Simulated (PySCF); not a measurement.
F6Se, SMILES F[Se](F)(F)(F)(F)F, PBE0/def2-SVP optimised geometry.

```
7

F      0.00     1.70     0.00
Se     0.00     0.00     0.00
F      1.70     0.00     0.00
F      0.00     0.00    -1.70
F     -1.70     0.00     0.00
F      0.00     0.00     1.70
F      0.00    -1.70     0.00
```

Density from PBE0/def2-TZVP (PySCF) at that geometry.

Minimum of the electron density along straight lines between bonded atoms, close to the bond critical point (lines longer than 1.1 times the sum of covalent radii, or with two minima, are not listed):

```tsv
bond	length / Å	ρ at the minimum / e bohr⁻³	∇²ρ there / e bohr⁻⁵	position (fraction from the first atom)
F1–Se2	1.704	0.190	0.36	0.53
Se2–F3	1.704	0.190	0.36	0.47
Se2–F4	1.704	0.190	0.36	0.47
Se2–F5	1.704	0.190	0.36	0.47
Se2–F6	1.704	0.190	0.36	0.47
Se2–F7	1.704	0.190	0.36	0.47
```
